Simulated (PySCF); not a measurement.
SiH2F2, SMILES F[SiH2]F. Geometry optimised at TPSSh-D3(BJ)/def2-TZVP.

Give the equilibrium geometry at TPSSh-D3(BJ)/def2-TZVP (PySCF confirms it by a frequency run) as Cartesian coordinates in Å, and its point group. (The exact figures need the calculation; the answer reports its results.)

point group C2v.
```xyz
5

Si     0.0000     0.0000     0.4485
F      1.2884     0.0000    -0.4869
F     -1.2884     0.0000    -0.4869
H      0.0000     1.2379     1.2425
H      0.0000    -1.2379     1.2425
```
Charge 0, spin multiplicity 1.
